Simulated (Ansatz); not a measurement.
Geometry optimisation, RKS r2SCAN-D4/STO-3G in Ansatz.

Input:

```yaml
crystal:
  periodic: [false, false, false]
  atoms:
    - { symbol: C, position_ang: [-1.4065, 0.1419, 1.4132] }
    - { symbol: Si, position_ang: [-0.2442, 0.6793, 0.0715] }
    - { symbol: C, position_ang: [1.3217, -0.2696, -0.1298] }
    - { symbol: Si, position_ang: [1.0488, -2.0398, -0.5387] }
    - { symbol: Cl, position_ang: [2.2703, -0.2097, 1.3897] }
    - { symbol: B, position_ang: [-0.1714, 2.5112, -0.3498] }
    - { symbol: B, position_ang: [-0.9455, 1.3812, -1.4886] }
    - { symbol: H, position_ang: [-2.2856, 0.8931, 1.3836] }
    - { symbol: H, position_ang: [-0.9526, 0.2528, 2.4332] }
    - { symbol: H, position_ang: [-1.8007, -0.8482, 1.2375] }
    - { symbol: H, position_ang: [1.9514, 0.176, -0.9089] }
    - { symbol: H, position_ang: [0.226, -2.0964, -1.7711] }
    - { symbol: H, position_ang: [0.1387, -2.629, 0.534] }
    - { symbol: H, position_ang: [2.2074, -2.781, -0.6822] }
    - { symbol: H, position_ang: [0.1616, 3.5762, -0.0596] }
    - { symbol: H, position_ang: [-1.5421, 1.2395, -2.4899] }
basis:
  gaussian: { orbitals: STO-3G }
hamiltonian:
  xc: r2scan
  dispersion: d4
relax:
  f_tol: 0.02
  max_steps: 40
scf:
  lower_state_search: "off"
```

Launched with:

```bash
$ ansatz run input.yaml --threads 1 --pin off --max-ram 2048MiB --backend cpu --events-out ev --progress --plain --runs-dir out
```

Problem. Where does it end, and by what steps?

Solution. The run converged. Limits of this set-up: minimal basis. After 24 steps the energy has fallen by 2.306 eV; H15 moved furthest, 2.10 Å.

| step | energy less start (eV) | largest force component (eV/Å) | accepted |
| --- | --- | --- | --- |
| 0 | 0.0000 | 4.105 | yes |
| 1 | -0.6668 | 0.577 | yes |
| 2 | -0.7265 | 0.261 | yes |
| 3 | -0.8135 | 0.528 | yes |
| 4 | -1.0015 | 1.074 | yes |
| 5 | -1.2768 | 1.282 | yes |
| 6 | -1.5376 | 2.653 | yes |
| 7 | -1.8445 | 0.554 | yes |
| 8 | -2.0047 | 0.581 | yes |
| 9 | -2.1180 | 0.474 | yes |
| 10 | -2.2014 | 0.421 | yes |
| 11 | -2.2550 | 0.486 | yes |
| 12 | -2.2799 | 0.332 | yes |
| 13 | -2.2784 | 0.997 | no |
| 14 | -2.2903 | 0.080 | yes |
| 15 | -2.2959 | 0.064 | yes |
| 16 | -2.2992 | 0.123 | yes |
| 17 | -2.3010 | 0.074 | yes |
| 18 | -2.3024 | 0.075 | yes |
| 19 | -2.3036 | 0.078 | yes |
| 20 | -2.3045 | 0.080 | yes |
| 21 | -2.3050 | 0.059 | yes |
| 22 | -2.3054 | 0.029 | yes |
| 23 | -2.3054 | 0.042 | yes |
| 24 | -2.3056 | 0.011 | yes |

```xyz
16
Properties=species:S:1:pos:R:3
C -1.539 0.058 1.247
Si -0.331 0.797 0.011
C 1.296 -0.175 0.142
Si 1.208 -1.957 -0.499
Cl 1.849 -0.225 1.936
B 0.012 2.307 -1.193
B -1.400 1.953 -1.224
H -2.355 0.751 1.473
H -1.008 -0.181 2.178
H -1.978 -0.871 0.860
H 2.103 0.372 -0.374
H 0.833 -1.903 -1.895
H 0.203 -2.679 0.246
H 2.499 -2.590 -0.355
H 1.122 2.403 -1.519
H -2.538 1.918 -0.991
```

Whether the end is a true minimum wasn't checked by a vibrational analysis.

The run took 2.2 min on 1 thread of Arm Neoverse V2 (shared host), peak memory 0.15 GiB.
